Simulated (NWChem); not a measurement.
**Correlation energy of HSi (+1)**

```
Si
H 1 1.5419
```
Charge +1, spin multiplicity 1.

Program: NWChem. Structure: optimised with PBE/def2-SVP, a minimum by its harmonic frequencies.

Basis set: def2-SVP. Each correlation energy counts from its own Hartree-Fock reference.

The correlated methods keep 5 core orbitals frozen. The structure started from a generated list of species. Coupled-cluster values serve here as a point of comparison, not as the truth.

Task: For the correlation energy, MP2 gives -58.2 mHa and SCS-MP2 gives -67.1 mHa. What do CR-CCSD[T], CR-CCSD(T), CCSD give?

Result: CR-CCSD[T]: -82.8 mHa; CR-CCSD(T): -82.8 mHa; CCSD: -81.7 mHa.
